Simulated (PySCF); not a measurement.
C₂H₁₃NOSi₃.

```xyz
20

C      0.1950    -0.5092    -2.0071
Si    -0.0424     0.1706    -0.2709
C     -0.5538     1.9783    -0.3256
N      1.3872    -0.0653     0.7164
Si     2.9913     0.5844     0.4942
O     -1.2159    -0.7314     0.5397
Si    -2.8270    -1.1486     0.4135
H      1.0308     0.0123    -2.5182
H      0.4387    -1.5901    -1.9726
H     -0.7147    -0.3753    -2.6281
H      0.2527     2.5977    -0.7703
H     -1.4679     2.1275    -0.9365
H     -0.7506     2.3587     0.6969
H      1.2239    -0.6716     1.5268
H      4.0423    -0.4845     0.3225
H      3.4387     1.4614     1.6377
H      2.9445     1.4176    -0.7590
H     -3.0915    -1.9023    -0.8648
H     -3.7053     0.0764     0.4324
H     -3.1782    -2.0235     1.5820
```
Charge 0, spin multiplicity 1.

Geometry optimised at PBE-D3(BJ)/def2-SVP. The values are those of a single conformer.

These are PBE/pcSseg-1 run with PySCF values and carry that method's errors. Non-relativistic, no solvent.

Computed absolute GIAO shielding of each atom: isotropic value and principal components (ppm):
```tsv
atom	σ(iso)	σ11	σ22	σ33	span
C1	176.4	167.6	174.3	187.4	19.7
Si2	323.1	292.4	331.3	345.6	53.1
C3	176.5	167.7	174.3	187.5	19.8
N4	237.4	206.2	230.8	275.2	69.0
Si5	396.1	343.7	383.4	461.1	117.4
O6	277.2	226.3	284.5	320.8	94.5
Si7	376.4	328.3	337.6	463.2	134.9
H8	30.7	26.9	29.2	35.9	9.0
H9	30.8	27.6	27.9	36.8	9.3
H10	30.8	27.0	28.6	36.7	9.6
H11	30.7	26.9	29.2	35.9	9.0
H12	30.8	27.0	28.6	36.7	9.7
H13	30.8	27.6	27.9	36.9	9.3
H14	31.2	22.3	29.9	41.4	19.1
H15	26.2	22.4	24.3	32.0	9.7
H16	26.2	22.3	24.3	32.0	9.7
H17	26.5	23.3	26.0	30.2	7.0
H18	25.8	22.2	24.5	30.7	8.5
H19	25.8	22.2	24.5	30.7	8.5
H20	25.9	22.5	24.0	31.3	8.8
```
